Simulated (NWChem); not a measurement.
ethylene glycol (C$_{2}$H$_{6}$O$_{2}$); SMILES OCCO

```xyz
10

O     -0.5831    -1.3076    -0.1812
C      0.5992    -0.6760     0.2547
C      0.5553     0.7329    -0.2941
O     -0.5948     1.3990     0.1348
H     -0.7096    -2.1191     0.3178
H      0.6451    -0.6296     1.3599
H      1.5076    -1.1991    -0.1046
H      1.4342     1.2977     0.0561
H      0.6160     0.6830    -1.4015
H     -1.3174     0.7746    -0.0138
```
Atoms are numbered in this order, from 1.

Results from NWChem. Geometry: optimised at PBE0/def2-SVP. Vzz is the largest principal value of the second derivative of the potential at the nucleus (NWChem prints the opposite sign); η is the asymmetry. Non-relativistic.

What does the run give for PBE/def2-SVP? Quantities: Vzz O1 (a.u.); η O1; Vzz O4 (a.u.); η O4.

The vzz O1 (a.u.) is -1.827, the η O1 is 0.86 and the vzz O4 (a.u.) is -1.799. The η O4 comes out as 0.86.
